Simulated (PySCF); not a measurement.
BeO, singlet, at a GFN2-xTB geometry (such geometries of metal compounds can be far from the true shape); HF/aug-cc-pVDZ (PySCF).

Here is a job for PySCF.
```python
from pyscf import gto, scf

mol = gto.M(
    atom='''
Be   -0.000000   -0.000000   -0.863051
O     0.000000    0.000000    0.431525
''',
    basis='aug-cc-pvdz',
    charge=0,
    spin=0,
    verbose=4,
)

mf = scf.RHF(mol)
mf.kernel()
```

**Question.** What does PySCF print? Leave out banner, timings and long lists.

**Answer.** 
```
PySCF version 2.14.0

[INPUT] verbose = 4
[INPUT] num. atoms = 2
[INPUT] num. electrons = 12
[INPUT] charge = 0
[INPUT] spin (= nelec alpha-beta = 2S) = 0
[INPUT] symmetry False subgroup None
[INPUT] Mole.unit = angstrom
[INPUT] Symbol           X                Y                Z      unit          X                Y                Z       unit  Magmom
[INPUT]  1 Be     0.000000000000   0.000000000000  -0.863051000000 AA    0.000000000000   0.000000000000  -1.630930021532 Bohr   0.0
[INPUT]  2 O      0.000000000000   0.000000000000   0.431525000000 AA    0.000000000000   0.000000000000   0.815464065903 Bohr   0.0

nuclear repulsion = 13.0804763485805
number of shells = 16
number of NR pGTOs = 70
number of NR cGTOs = 46
basis = aug-cc-pvdz
ecp = {}

******** <class 'pyscf.scf.hf.RHF'> ********
method = RHF
initial guess = minao
damping factor = 0
level_shift factor = 0
DIIS = <class 'pyscf.scf.diis.CDIIS'>
diis_start_cycle = 1
diis_space = 8
diis_damp = 0
SCF conv_tol = 1e-09
SCF conv_tol_grad = None
SCF max_cycles = 50
direct_scf = True
direct_scf_tol = 1e-13
Set gradient conv threshold to 3.16228e-05
Initial guess from minao.
init E= -89.4137597845387
  HOMO = -0.50974768680924  LUMO = -0.174448751158617  gap/eV = 9.12395
cycle= 1 E= -89.2381348609703  delta_E= 0.176  |g|= 0.832  |ddm|= 1.82
  HOMO = -0.219118978655341  LUMO = -0.0795084433042454  gap/eV = 3.79900
cycle= 2 E= -89.1613677449441  delta_E= 0.0768  |g|= 1.07  |ddm|= 2.11
  HOMO = -0.416444697285319  LUMO = -0.0689810672125599  gap/eV = 9.45497
cycle= 3 E= -89.4134877564634  delta_E= -0.252  |g|= 0.0699  |ddm|= 1.07
  HOMO = -0.404766439316675  LUMO = -0.0623708059516348  gap/eV = 9.31706
cycle= 4 E= -89.4176160611999  delta_E= -0.00413  |g|= 0.0313  |ddm|= 0.147
  HOMO = -0.398261000993162  LUMO = -0.0606634675124438  gap/eV = 9.18650
cycle= 5 E= -89.4196406740319  delta_E= -0.00202  |g|= 0.0144  |ddm|= 0.128
  HOMO = -0.395381934039438  LUMO = -0.0610837502515644  gap/eV = 9.09672
cycle= 6 E= -89.4200859860101  delta_E= -0.000445  |g|= 0.00203  |ddm|= 0.089
  HOMO = -0.395863430923754  LUMO = -0.0617228323695391  gap/eV = 9.09243
cycle= 7 E= -89.4200885226511  delta_E= -2.54e-06  |g|= 0.000887  |ddm|= 0.00556
  HOMO = -0.395596280570021  LUMO = -0.0617030040793143  gap/eV = 9.08570
cycle= 8 E= -89.4200887865169  delta_E= -2.64e-07  |g|= 0.000114  |ddm|= 0.00204
  HOMO = -0.395623392939957  LUMO = -0.0617138974339975  gap/eV = 9.08614
cycle= 9 E= -89.420088796004  delta_E= -9.49e-09  |g|= 2.69e-05  |ddm|= 0.000459
  HOMO = -0.395618311786433  LUMO = -0.0617130222000668  gap/eV = 9.08603
cycle= 10 E= -89.420088796873  delta_E= -8.69e-10  |g|= 5.16e-06  |ddm|= 0.000151
  HOMO = -0.395620332681447  LUMO = -0.0617129042140703  gap/eV = 9.08608
Extra cycle  E= -89.4200887968758  delta_E= -2.81e-12  |g|= 5.47e-06  |ddm|= 1.88e-05
converged SCF energy = -89.4200887968758
```
